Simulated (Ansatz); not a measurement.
A run for Ansatz (a quantum-chemistry and plane-wave program): R-CCSD(T)/def2-SVP on CdFHO (SMILES [OH][Cd][F]), a point of a bond scan (R = 0.964 Å). Elements past Kr take the def2 small-core potentials; no spin–orbit coupling.

Ansatz 0.2 input:
```yaml
crystal:
  periodic: [false, false, false]
  atoms:
    - {symbol: Cd, position_ang: [0.00856396, 0.00630545, -0.00125543]}
    - {symbol: F, position_ang: [1.25509041, 0.92057288, -1.17515466]}
    - {symbol: O, position_ang: [-1.31759942, -0.96697864, 1.07688400]}
    - {symbol: H, position_ang: [-1.16608838, -0.85198849, 2.02158051]}
basis:
  gaussian:
    orbitals: def2-SVP
    pivot_positions_ang: [[0.00856396, 0.00630545, -0.00125543], [1.25509041, 0.92057288, -1.17515466], [-1.31759942, -0.96697864, 1.07688400], [-1.16608838, -0.85198849, 2.02158051]]
magnetization: {spin_polarized: false}
correlation: {method: ccsd_t, electrons: outside_noble_gas}
scf: {lower_state_search: off}
output: {orbitals: {seedname: ./end}}
```

Q: Give the final energy of this run.

A: -342.2414 hartree (reference determinant -341.5710, T1 diagnostic 0.020).
